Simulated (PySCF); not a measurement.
A mixed set of molecules.

All values: PBE0/pcSseg-1 (PySCF) at GFN2-xTB geometries, gas phase, one conformer each.

Problem. Rank by dipole moment, lowest first.
A. `[CH2:1]=[CH:2][CH2:3][C:4](=[C:5]=[O:6])[SiH2:7][CH3:8]` with C1–C2–C3–C4 119°, C2–C3–C4–C5 103°, C3–C4–Si7–C8 80°
B. `[CH3:1][CH2:2]/[CH:3]=[C:4]1\[CH:5]=[CH:6][O:7][SiH2:8]1` with C1–C2–C3–C4 -119°
C. `[CH3:1][CH2:2][C:3]1=[CH:4][SiH2:5][CH:6]=[CH:7][O:8]1` with C1–C2–C3–C4 106°
D. `[CH:1](=[C:2]1\[CH2:3][SiH2:4]1)/[CH:5]1[CH2:6][O:7][CH2:8]1` with C2–C1–C5–C6 132°
E. `[CH3:1][SiH2:2][OH:3]` with C1–Si2–O3–H 52°

Solution. C (0.85 D), B (1.34 D), E (1.74 D), A (2.02 D), D (2.24 D).

Problem. Rank by the highest IAO charge on any atom, lowest value first.
A. `C[SiH2]O`
B. `C=CCC(=C=O)[SiH2]C`
C. `C(/C=C1/[SiH2]OC=C1)C`
D. `CCC1=C[SiH2]C=CO1`
E. `C(=C1\C[SiH2]1)/C1COC1`

Solution. E (+0.631 e), D (+0.770 e), B (+0.804 e), C (+0.994 e), A (+1.030 e).

Problem. Rank by HOMO–LUMO gap, lowest first.
A. `C[SiH2]O`
B. `C=CCC(=C=O)[SiH2]C`
C. `C(C)/C=C1/[SiH2]OC=C1`
D. `CCC1=C[SiH2]C=CO1`

Solution. C (5.33 eV), B (5.86 eV), D (6.49 eV), A (9.22 eV).

All values together:

```json
{"SMILES": "CCC1=C[SiH2]C=CO1", "formula": "C6H10OSi", "μ (D)": "0.85", "HOMO (eV)": "-6.68", "LUMO (eV)": "-0.20", "lowest IAO charge (e)": "-0.528 (C)", "highest IAO charge (e)": "+0.770 (Si)", "lowest Hirshfeld charge (e)": "-0.188 (C)", "highest Hirshfeld charge (e)": "+0.316 (Si)"}
{"SMILES": "C=CCC(=C=O)[SiH2]C", "formula": "C6H10OSi", "μ (D)": "2.02", "HOMO (eV)": "-6.75", "LUMO (eV)": "-0.89", "lowest IAO charge (e)": "-0.719 (C)", "highest IAO charge (e)": "+0.804 (Si)", "lowest Hirshfeld charge (e)": "-0.216 (C)", "highest Hirshfeld charge (e)": "+0.350 (Si)"}
{"SMILES": "C(=C1\\C[SiH2]1)/C1COC1", "formula": "C6H10OSi", "μ (D)": "2.24", "HOMO (eV)": "-7.09", "LUMO (eV)": "-0.50", "lowest IAO charge (e)": "-0.530 (C)", "highest IAO charge (e)": "+0.631 (Si)", "lowest Hirshfeld charge (e)": "-0.183 (O)", "highest Hirshfeld charge (e)": "+0.306 (Si)"}
{"SMILES": "CC/C=C1\\C=CO[SiH2]1", "formula": "C6H10OSi", "μ (D)": "1.34", "HOMO (eV)": "-6.00", "LUMO (eV)": "-0.67", "lowest IAO charge (e)": "-0.597 (O)", "highest IAO charge (e)": "+0.994 (Si)", "lowest Hirshfeld charge (e)": "-0.215 (O)", "highest Hirshfeld charge (e)": "+0.412 (Si)"}
{"SMILES": "C[SiH2]O", "formula": "CH6OSi", "μ (D)": "1.74", "HOMO (eV)": "-8.37", "LUMO (eV)": "0.85", "lowest IAO charge (e)": "-0.792 (O)", "highest IAO charge (e)": "+1.030 (Si)", "lowest Hirshfeld charge (e)": "-0.315 (O)", "highest Hirshfeld charge (e)": "+0.407 (Si)"}
```

Conformers: `[CH3:1][CH2:2][C:3]1=[CH:4][SiH2:5][CH:6]=[CH:7][O:8]1` with C1–C2–C3–C4 106°; `[CH2:1]=[CH:2][CH2:3][C:4](=[C:5]=[O:6])[SiH2:7][CH3:8]` with C1–C2–C3–C4 119°, C2–C3–C4–C5 103°, C3–C4–Si7–C8 80°; `[CH:1](=[C:2]1\[CH2:3][SiH2:4]1)/[CH:5]1[CH2:6][O:7][CH2:8]1` with C2–C1–C5–C6 132°; `[CH3:1][CH2:2]/[CH:3]=[C:4]1\[CH:5]=[CH:6][O:7][SiH2:8]1` with C1–C2–C3–C4 -119°; `[CH3:1][SiH2:2][OH:3]` with C1–Si2–O3–H 52°.
